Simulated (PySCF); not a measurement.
silole (C4H6Si), SMILES C1=C[SiH2]C=C1.

Geometry: TPSSh-D3(BJ)/def2-SVP.

These are PBE/def2-TZVP (PySCF) values and carry that method's errors.

Symmetry labels are those of the subgroup C2v that the program uses (full group C2v).

Computed valence orbital energies around the gap with their symmetry:
```tsv
orbital	symmetry	energy (eV)
HOMO−7	A1	-11.86
HOMO−6	B2	-9.91
HOMO−5	A1	-9.27
HOMO−4	B1	-8.97
HOMO−3	B1	-7.70
HOMO−2	A1	-7.66
HOMO−1	B2	-7.54
HOMO	A2	-5.81
LUMO	B1	-2.51
LUMO+1	B2	0.00
LUMO+2	A2	0.35
LUMO+3	A1	0.62
```
